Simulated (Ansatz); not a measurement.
A calculation with Ansatz (development build ahead of 0.2.0).

```yaml
crystal:
  periodic: [false, false, false]
  atoms:
    - { symbol: Co, position_ang: [0.0, 0.0, 0.0] }
    - { symbol: O, position_ang: [0.0, 0.0, 1.65] }
basis:
  gaussian: { orbitals: pcseg-2 }
total_charge: 1
magnetization:
  initial_magnetization: 4
hamiltonian:
  xc: pbe
```

The input is written out in the form of the current development build from the run's settings.

Output:

```
Converged                       : yes
Total energy                    : -1457.38603 hartree
Spin squared of the determinant : 6.000
Stability test                  : minimum among restricted orbitals
```

Caution: no unrestricted run beside it, a lower state can exist.
